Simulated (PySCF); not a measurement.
CH7Si2, multiplicity 2. Atoms are numbered in the order given.

```xyz
10

Si     1.5993     0.3601     0.0710
C      0.1101    -0.7108    -0.3647
Si    -1.5537    -0.0124     0.1754
H      2.8953    -0.2965    -0.2945
H      1.5088     1.7076    -0.5758
H      0.0921    -0.8612    -1.4599
H      0.2421    -1.7055     0.0939
H     -2.6701    -0.9069    -0.2607
H     -1.7660     1.3396    -0.4271
H     -1.6014     0.1199     1.6636
```
Charge 0, spin multiplicity 2.

Geometry: PBE0-D3(BJ)/def2-SVP. The isomer is the one that the SMILES or the coordinates give; other isomers of the formula were not compared.

These are PySCF with TDA-LC-ωPBE/def2-SVPD values and carry that method's errors.

Vertical excitations. Isolated molecule, no solvent.

Q: List the lowest excited states. (The exact figures need the calculation; the answer reports its results.)

A: 
| state | energy (eV) | λ (nm) | f | main pairs |
|---|---|---|---|---|
| root 1 | 5.27 | 235 | 0.047 | α HOMO→LUMO 54 %, α HOMO→LUMO+1 9 %, α HOMO→LUMO+5 8 % |
| root 2 | 5.51 | 225 | 0.013 | α HOMO→LUMO+3 8 %, β HOMO→LUMO 36 %, β HOMO−1→LUMO 26 %, β HOMO−3→LUMO 11 %, β HOMO−4→LUMO 6 % |
| root 3 | 5.63 | 220 | 0.023 | α HOMO→LUMO+3 29 %, β HOMO→LUMO 37 %, β HOMO−3→LUMO 6 %, β HOMO−1→LUMO 6 % |
| root 4 | 5.74 | 216 | 0.021 | α HOMO→LUMO+3 25 %, α HOMO→LUMO+1 7 %, β HOMO−1→LUMO 28 %, β HOMO−3→LUMO 17 %, β HOMO→LUMO 6 % |
| root 5 | 6.03 | 206 | 0.036 | α HOMO→LUMO+2 41 %, α HOMO→LUMO+1 21 %, α HOMO→LUMO+3 15 %, α HOMO→LUMO 9 % |
| root 6 | 6.57 | 189 | 0.071 | α HOMO→LUMO+5 60 %, α HOMO→LUMO 11 % |
| root 7 | 7.36 | 168 | 0.003 | β HOMO−3→LUMO 35 %, β HOMO−4→LUMO 25 %, β HOMO−1→LUMO 24 % |
| root 8 | 7.52 | 165 | 0.011 | α HOMO→LUMO+2 18 %, α HOMO→LUMO+7 15 %, α HOMO→LUMO+10 12 %, α HOMO→LUMO+12 11 % |
| root 9 | 7.67 | 162 | 0.092 | α HOMO→LUMO+8 25 %, α HOMO→LUMO+13 15 %, α HOMO→LUMO+4 15 %, α HOMO→LUMO+1 9 % |
| root 10 | 7.92 | 157 | 0.001 | β HOMO−2→LUMO 71 % |
Unrestricted roots are not spin-pure.
